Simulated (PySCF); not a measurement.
## Dipole moment and polarisability across levels of theory

Species: CH₉GeN₃.
Bonds: C1–N2, N2–Ge3, Ge3–N4, Ge3–N5. Hydrogens: H6, H7, H8 on C1; H9 on N2; H10 on Ge3; H11, H12 on N4; H13, H14 on N5.

PySCF, dipoles from the SCF density, polarisabilities from static response with core orbitals frozen. Isolated species at its PBE0-D3(BJ)/def2-SVP geometry (one conformer only). The B3LYP/def2-SVPD calculation is non-relativistic and has no spin–orbit coupling, an omission that weighs most on germanium.

The anisotropy is √(½[(α1 − α2)² + (α2 − α3)² + (α3 − α1)²]).

```json
{"level": "B3LYP/def2-SVPD", "μ (D)": "0.973", "α (au)": "69.96", "anisotropy (au)": "9.29"}
{"level": "PBE0/def2-SVPD", "μ (D)": "0.958", "α (au)": "69.01", "anisotropy (au)": "9.22"}
{"level": "BHandHLYP/def2-SVPD", "μ (D)": "1.017", "α (au)": "66.19", "anisotropy (au)": "8.09"}
{"level": "CAM-B3LYP/def2-SVPD", "μ (D)": "1.017", "α (au)": "68.27", "anisotropy (au)": "8.53"}
{"level": "wB97X-D/def2-SVPD", "μ (D)": "1.008", "α (au)": "68.19", "anisotropy (au)": "8.53"}
{"level": "LC-wPBE/def2-SVPD", "μ (D)": "1.030", "α (au)": "66.16", "anisotropy (au)": "8.03"}
{"level": "PBE0/6-31G*", "μ (D)": "1.015", "α (au)": "55.55", "anisotropy (au)": "8.59"}
{"level": "PBE0/def2-SVP", "μ (D)": "0.911", "α (au)": "56.47", "anisotropy (au)": "7.97"}
{"level": "PBE0/aug-cc-pVDZ", "μ (D)": "0.956", "α (au)": "71.57", "anisotropy (au)": "9.76"}
{"level": "PBE0/def2-TZVP", "μ (D)": "0.968", "α (au)": "64.62", "anisotropy (au)": "9.41"}
{"level": "PBE0/def2-TZVPD", "μ (D)": "0.953", "α (au)": "70.86", "anisotropy (au)": "9.56"}
```

The dipole runs from 0.91 D (PBE0/def2-SVP) to 1.03 D (LC-wPBE/def2-SVPD). No reference polarisability is at hand; against PBE0 in the largest diffuse basis at hand (def2-TZVPD) the other PBE0 rows deviate by 6-31G* -22%, def2-SVP -20%, def2-SVPD -3%, aug-cc-pVDZ +1%, def2-TZVP -9%. In one basis (def2-SVPD) the functionals order the polarisability from LC-wPBE (lowest) to B3LYP (highest), a spread of 6%. With PBE0 the polarisability is 58.88 au without diffuse functions (mean of 6-31G*, def2-SVP and def2-TZVP) and 70.48 au with them (mean of def2-SVPD, aug-cc-pVDZ and def2-TZVPD).

Without π bonds the low states are Rydberg-like; a valence basis with one diffuse set may place them up to an eV too high.
